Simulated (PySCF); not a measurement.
Predicted microwave data (PBE0/def2-SVPD in PySCF (dipole) on a GFN2-xTB geometry, gas phase) for one isomer of C5H6FNO:

```
Rotational constants : A = 2803, B = 1944, C = 1401 MHz
Dipole components    : |μa| = 2.27 D, |μb| = 0.89 D, |μc| = 1.51 D
Inertial defect      : -79.38 u·Å²
κ                    : -0.22
```

Task: Which candidate fits, each taken in the one conformer that was computed?
A. `[CH:1]#[C:2][C@H:3]([F:4])[C:5](=[O:6])[NH:7][CH3:8]` with C2–C3–C5–O6 -84°, C3–C5–N7–C8 180°
B. `[CH3:1][C@@H:2]([C:3]#[N:4])[C@@H:5]1[O:6][C@H:7]1[F:8]` with C1–C2–C5–O6 150°
C. `[N:1]#[C:2][C@@:3]1([CH2:4][F:5])[CH2:6][CH2:7][O:8]1` with C2–C3–C4–F5 165°

Result: C. It is N#C[C@@]1(CF)CCO1, an asymmetric top, point group C1. The candidates at the same level (rigid rotor, commonest isotopes):

```tsv
SMILES	A (MHz)	B (MHz)	C (MHz)	μa (D)	μb (D)	μc (D)	Δ (u·Å²)	point group	rotor
N#C[C@@]1(CF)CCO1	2803	1944	1401	2.27	0.89	1.51	-79.38	C1	asymmetric top
C[C@@H](C#N)[C@@H]1O[C@H]1F	4307	1193	1009	1.45	3.81	1.43	-39.85	C1	asymmetric top
C#C[C@H](F)C(=O)NC	3141	1406	1261	0.19	1.20	2.33	-119.68	C1	asymmetric top
```

`C#C[C@H](F)C(=O)NC` has B 28 % too low; `C[C@@H](C#N)[C@@H]1O[C@H]1F` has A 54 % too high. No structure here is proved a minimum.
